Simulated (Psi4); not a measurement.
C3H5 (SMILES [CH2]C=C), doublet (typed; the unrestricted solution is spin-contaminated), geometry from GFN2-xTB; HF/6-311G** run with Psi4.

Psi4 was given this input:
```
memory 2 GB

molecule {
0 2
C    -0.70328622    0.48630277   -0.88252473
C     0.07387048   -0.40029045   -0.18042983
C     0.63816603   -0.13342848    1.04158185
H    -1.12509080    0.23342954   -1.83772780
H    -0.91271143    1.46671349   -0.49178054
H     0.25362475   -1.37434554   -0.61948251
H     1.24062671   -0.85949723    1.55552949
H     0.49104907    0.81819674    1.52169761
}

set {
  basis 6-311g**
  reference uhf
}

energy('scf')
print_variables()
```

It wrote (shortened):

```
   => Loading Basis Set <=

    Name: 6-311G**
    Role: ORBITAL
    Keyword: BASIS

         ---------------------------------------------------------
                                   SCF
               by Justin Turney, Rob Parrish, Andy Simmonett
                          and Daniel G. A. Smith
                              UHF Reference
         ---------------------------------------------------------

  ==> Geometry <==

    Molecular point group: c1
    Full point group: C1

    Geometry (in Angstrom), charge = 0, multiplicity = 2:

       Center              X                  Y                   Z               Mass
    ------------   -----------------  -----------------  -----------------  -----------------
         C           -0.704555519779     0.493180858183    -0.879424449068    12.000000000000
         C            0.072601180221    -0.393412361817    -0.177329549068    12.000000000000
         C            0.636896730221    -0.126550391817     1.044682130932    12.000000000000
         H           -1.126360099779     0.240307628183    -1.834627519068     1.007825032230
         H           -0.913980729779     1.473591578183    -0.488680259068     1.007825032230
         H            0.252355450221    -1.367467451817    -0.616382229068     1.007825032230
         H            1.239357410221    -0.852619141817     1.558629770932     1.007825032230
         H            0.489779770221     0.825074828183     1.524797890932     1.007825032230

  Running in c1 symmetry.

  Rotational constants: A =      1.84128  B =      0.35277  C =      0.29605 [cm^-1]
  Rotational constants: A =  55200.10822  B =  10575.75248  C =   8875.33322 [MHz]
  Nuclear repulsion =   65.496133953564026

  Charge       = 0
  Multiplicity = 2
  Electrons    = 23
  Nalpha       = 12
  Nbeta        = 11

  ==> Algorithm <==

  SCF Algorithm Type is DF.
  DIIS enabled.
  MOM disabled.
  Fractional occupation disabled.
  Guess Type is SAD.
  Energy threshold   = 1.00e-06
  Density threshold  = 1.00e-06
  Integral threshold = 1.00e-12

  ==> Primary Basis <==

  Basis Set: 6-311G**
    Blend: 6-311G**
    Number of shells: 44
    Number of basis functions: 84
    Number of Cartesian functions: 87
    Spherical Harmonics?: true
    Max angular momentum: 2

   => Loading Basis Set <=

    Name: (6-311G** AUX)
    Role: JKFIT
    Keyword: DF_BASIS_SCF

  ==> Integral Setup <==

  SCF_SUBTYPE=INCORE selected. In-core MEM_DF algorithm will be used.
  Using in-core AOs.

  ==> MemDFJK: Density-Fitted J/K Matrices <==

    J tasked:                   Yes
    K tasked:                   Yes
    wK tasked:                   No
    Algorithm:                 Core
    Schwarz Cutoff:           1E-12
    Mask sparsity (%):       0.2551
    Fitting Condition:        1E-10

   => Auxiliary Basis Set <=

  Basis Set: (6-311G** AUX)
    Blend: CC-PVTZ-JKFIT
    Number of shells: 125
    Number of basis functions: 387
    Number of Cartesian functions: 463
    Spherical Harmonics?: true
    Max angular momentum: 4

  Minimum eigenvalue in the overlap matrix is 2.3389888255E-03.
  Reciprocal condition number of the overlap matrix is 3.9540434626E-04.
    Using symmetric orthogonalization.

  ==> Pre-Iterations <==

  SCF Guess: Superposition of Atomic Densities via on-the-fly atomic UHF (no occupation information).

   -------------------------
    Irrep   Nso     Nmo
   -------------------------
     A         84      84
   -------------------------
    Total      84      84
   -------------------------

  ==> Iterations <==

                           Total Energy        Delta E     RMS |[F,P]|

   @DF-UHF iter SAD:  -115.67513944499188   -1.15675e+02   0.00000e+00
   @DF-UHF iter   1:  -116.40187541049845   -7.26736e-01   4.14749e-03 ADIIS/DIIS
   @DF-UHF iter   2:  -116.47724807949649   -7.53727e-02   1.64781e-03 ADIIS/DIIS
   @DF-UHF iter   3:  -116.49042615841182   -1.31781e-02   5.81545e-04 ADIIS/DIIS
   @DF-UHF iter   4:  -116.49513610480825   -4.70995e-03   3.26558e-04 ADIIS/DIIS
   @DF-UHF iter   5:  -116.49699931242944   -1.86321e-03   2.06230e-04 ADIIS/DIIS
   @DF-UHF iter   6:  -116.49805528433475   -1.05597e-03   4.20778e-05 DIIS
   @DF-UHF iter   7:  -116.49807920657292   -2.39222e-05   1.60083e-05 DIIS
   @DF-UHF iter   8:  -116.49808244368823   -3.23712e-06   6.52869e-06 DIIS
   @DF-UHF iter   9:  -116.49808308604845   -6.42360e-07   1.47504e-06 DIIS
   @DF-UHF iter  10:  -116.49808311419602   -2.81476e-08   4.34570e-07 DIIS
  Energy and wave function converged.

  ==> Post-Iterations <==

   @Spin Contamination Metric:   1.975994387E-01
   @S^2 Expected:                7.500000000E-01
   @S^2 Observed:                9.475994387E-01
   @S   Expected:                5.000000000E-01
   @S   Observed:                5.000000000E-01

    Orbital Energies [Eh]
    ---------------------

    Alpha Occupied:

       1A    -11.227687     2A    -11.227623     3A    -11.218218
       4A     -1.079234     5A     -0.945007     6A     -0.758979
       7A     -0.655898     8A     -0.603746     9A     -0.541923
      10A     -0.508968    11A     -0.462600    12A     -0.333764

    Alpha Virtual:

      13A      0.167922    14A      0.184575    15A      0.194533
      16A      0.210362    17A      0.242672    18A      0.251490
      19A      0.394531    20A      0.463608    21A      0.481005
      22A      0.506251    23A      0.553054    24A      0.558675
      25A      0.569380    26A      0.621599    27A      0.651716
      28A      0.744240    29A      0.786307    30A      0.793262
      31A      0.845412    32A      0.887393    33A      0.892475
      34A      0.948007    35A      0.994343    36A      1.030107
      37A      1.076966    38A      1.224587    39A      1.258934
      40A      1.342080    41A      1.374101    42A      1.593541
      43A      1.637619    44A      1.665936    45A      1.721216
      46A      1.794945    47A      1.817978    48A      1.840777
      49A      1.848528    50A      1.946862    51A      2.004014
      52A      2.034504    53A      2.119483    54A      2.147966
      55A      2.208932    56A      2.209599    57A      2.415518
      58A      2.437360    59A      2.494195    60A      2.507805
      61A      2.513712    62A      2.524262    63A      2.571079
      64A      2.792565    65A      2.841278    66A      2.880095
      67A      2.891388    68A      2.955772    69A      2.970005
      70A      3.005768    71A      3.062414    72A      3.126386
      73A      3.275320    74A      3.293772    75A      3.596853
      76A      3.690360    77A      3.877256    78A      4.115845
      79A      4.170750    80A      4.408984    81A      4.744565
      82A     24.882806    83A     25.196247    84A     25.367402

    Beta Occupied:

       1A    -11.232186     2A    -11.208900     3A    -11.208862
       4A     -1.064260     5A     -0.876325     6A     -0.749484
       7A     -0.648109     8A     -0.594400     9A     -0.531834
      10A     -0.505633    11A     -0.404103

    Beta Virtual:

      12A      0.112916    13A      0.171371    14A      0.187620
      15A      0.200983    16A      0.238904    17A      0.244750
      18A      0.256036    19A      0.392835    20A      0.473431
      21A      0.485048    22A      0.508467    23A      0.574676
      24A      0.604581    25A      0.604659    26A      0.643118
      27A      0.711141    28A      0.751283    29A      0.797060
      30A      0.804754    31A      0.841304    32A      0.905946
      33A      0.906323    34A      0.957934    35A      1.000510
      36A      1.040462    37A      1.077953    38A      1.249567
      39A      1.299473    40A      1.377967    41A      1.388225
      42A      1.601498    43A      1.645657    44A      1.669623
      45A      1.743933    46A      1.804761    47A      1.831454
      48A      1.835571    49A      1.868699    50A      1.953368
      51A      2.008971    52A      2.036998    53A      2.132396
      54A      2.176041    55A      2.210487    56A      2.237391
      57A      2.424988    58A      2.438207    59A      2.507459
      60A      2.512546    61A      2.521169    62A      2.523833
      63A      2.569677    64A      2.794829    65A      2.843068
      66A      2.885269    67A      2.896152    68A      2.953967
      69A      2.977428    70A      3.030106    71A      3.066336
      72A      3.188114    73A      3.279229    74A      3.297058
      75A      3.600128    76A      3.692596    77A      3.881055
      78A      4.129479    79A      4.184980    80A      4.410918
      81A      4.752266    82A     24.886684    83A     25.208601
      84A     25.366948

    Final Occupation by Irrep:
              A
    DOCC [    11 ]
    SOCC [     1 ]
    NA   [    12 ]
    NB   [    11 ]

  @DF-UHF Final Energy:  -116.49808311419602

   => Energetics <=

    Nuclear Repulsion Energy =             65.4961339535640263
    One-Electron Energy =                -285.4007095903887716
    Two-Electron Energy =                 103.4064925226287244
    Total Energy =                       -116.4980831141960209

  UHF NO Occupations:
  HONO-2 :   10  A 1.9977369
  HONO-1 :   11  A 1.9041437
  HONO-0 :   12  A 1.0000000
  LUNO+0 :   13  A 0.0958563
  LUNO+1 :   14  A 0.0022631
  LUNO+2 :   15  A 0.0021913
  LUNO+3 :   16  A 0.0009846

Computation Completed

Properties will be evaluated at   0.000000,   0.000000,   0.000000 [a0]

Properties computed using the SCF density matrix

 Multipole Moments:

 ------------------------------------------------------------------------------------
     Multipole            Electronic (a.u.)      Nuclear  (a.u.)        Total (a.u.)
 ------------------------------------------------------------------------------------

 L = 1.  Multiply by 2.5417464519 to convert [e a0] to [Debye]
 Dipole X            :          0.0575889           -0.0551684            0.0024205
 Dipole Y            :         -0.3120634            0.2989472           -0.0131162
 Dipole Z            :         -0.1406618            0.1347497           -0.0059121
 Magnitude           :                                                    0.0145892

 ------------------------------------------------------------------------------------

  Variable Map:
  ----------------------------------------------------------------------------
  "CURRENT ENERGY"           =>    -116.498083114196
  "CURRENT REFERENCE ENERGY" =>    -116.498083114196
  "DD SOLVATION ENERGY"      =>       0.000000000000
  "HF KINETIC ENERGY"        =>     116.563553849845
  "HF POTENTIAL ENERGY"      =>    -233.061636964041
  "HF TOTAL ENERGY"          =>    -116.498083114196
  "HF VIRIAL RATIO"          =>       1.999438325845
  "NUCLEAR REPULSION ENERGY" =>      65.496133953564
  "ONE-ELECTRON ENERGY"      =>    -285.400709590389
  "PCM POLARIZATION ENERGY"  =>       0.000000000000
  "PE ENERGY"                =>       0.000000000000
  "SCF ITERATION ENERGY"     =>    -116.498083114196
  "SCF ITERATIONS"           =>      10.000000000000
  "SCF TOTAL ENERGY"         =>    -116.498083114196
  "TWO-ELECTRON ENERGY"      =>     103.406492522629

  Array Variable Map:
  ----------------------------------------------------------------------------
  "CURRENT DIPOLE"           =>       0.002420488234 ... -0.005912086755 1 by 3
  "SCF DIPOLE"               =>       0.002420488234 ... -0.005912086755 1 by 3
  "SCF TOTAL ENERGIES"       =>    -115.675139444992 ... -116.498083114196 1 by 11
```
